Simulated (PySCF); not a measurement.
TiCl2O, SMILES [Cl][Ti](=[O])[Cl], multiplicity 1.

The structure is a stationary point at ωB97X-D3(BJ)/def2-SVP. The multiplicity is an assumed one; other spin states were not compared. The isomer is the one that the SMILES or the coordinates give; other isomers of the formula were not compared.

Level of theory: PBE/def2-TZVPD (PySCF).

```yaml
total_energy: -1844.68130 hartree
point_group: C2v
highest_occupied_level: -7.94 eV
lowest_empty_level: -4.87 eV
orbital_gap: 3.08 eV
dipole_moment: 0.54 D
quadrupole, principal values (traceless, Buckingham form, about the centre of nuclear charge): -5.46, -4.61, 10.07 D·Å
mean_static_polarisability: 66.5 bohr³ (9.85 Å³)
polarisability_principal_values: 45.8, 66.2, 87.4 bohr³
```
